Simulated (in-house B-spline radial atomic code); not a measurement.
## wB97X excitations of Sr

Method: wB97X. Computed with an all-electron radial atomic-structure program (B-spline basis): linear response of the closed shell [Kr] 5s2 with the functional's adiabatic kernel; scalar-relativistic (spin-free one-electron X2C), finite nucleus, no spin-orbit coupling, no double excitations, S, P, D and F terms only; shells from n = 3 respond.

Command:
```bash
python run_td.py task.json out
```
Settings (radii: box in bohr, nucleus in fm):
```
Z                        38
electrons                38
configuration            [Kr] 5s2
hamiltonian              x2c
method                   wb97x
box_radius               75
rms_radius               4.224
intervals                77
```

Run time, properties included: 4.4 s on 1 thread of Arm Neoverse N1, on a shared host.

The lowest states, in the order of their Tamm-Dancoff energies; the method's threshold (minus the highest occupied level) is 5.572 eV. Labels give the largest channel, * marks a mixed state, and oscillator strengths are full-response dipole values. Measured ¹D terms are left out, since they can mix with doubly excited terms. Semilocal kernels can invert the small singlet-triplet splittings of Rydberg terms. Energies in eV:

```csv
state,full response,Tamm-Dancoff,oscillator strength,measured (J-weighted term)
5s → 5p 3P,2.173,2.210,-,1.823
5s → 4d 3D,2.322,2.341,-,2.263
5s → 4d 1D,2.613,2.672,-,-
5s → 5p 1P,2.896,3.059,1.94,2.690
5s → 6s 3S,3.645,3.664,-,3.600
5s → 6s 1S,3.885,3.903,-,3.793
5s → 6p 3P,4.130,4.138,-,-
5s → 5d 3D,4.272,4.285,-,4.343
5s → 5d 1D,4.364,4.372,-,-
5s → 6p 1P,4.401,4.425,0.0706,-
5s → 7s 3S,?,?,-,-
5s → 7s 1S,4.608,4.614,-,-
5s → 4f 3F,4.697,4.703,-,-
5s → 7p 3P,?,?,-,-
5s → 4f 1F,4.789,4.790,-,-
5s → 6d 1D,4.816,4.820,-,-
```

Q: Where does 5s → 7p 3P lie?

A: At 4.780 eV in full response, 4.782 eV in Tamm-Dancoff.

Q: Where does 5s → 7s 3S lie?

A: At 4.594 eV in full response, 4.598 eV in Tamm-Dancoff.

Q: How large is the singlet-triplet splitting of 5s → 4d (D terms) in Tamm-Dancoff?

A: 0.331 eV, from the unrounded values.

Q: What polarisabilities and dispersion coefficient does the method give?

A: Dipole 182.4 bohr³, quadrupole 3940 bohr⁵, C6 2860 hartree·bohr⁶ for two such species. Recommended dipole value: 197.2 ± 0.2 bohr³ (Schwerdtfeger and Nagle, table of static dipole polarizabilities (2023 update)), which includes relativity and correlation.
